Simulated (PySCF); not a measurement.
OTi, SMILES [O]=[Ti] (connectivity only; charge and spin as stated), neutral, multiplicity 3.

Geometry: PBE-D3(BJ)/def2-TZVPD. The multiplicity is an assumed one; other spin states were not compared.

Level of theory: PBE-D3(BJ)/def2-TZVPD (PySCF 2.14.0).

Frequencies are harmonic and unscaled.

Computed normal modes with their intensities:
```tsv
mode	ν (cm⁻¹)	IR (km/mol)	moving atoms (share of kinetic energy)
1	1020	166.1	O 75 %, Ti 25 %
```
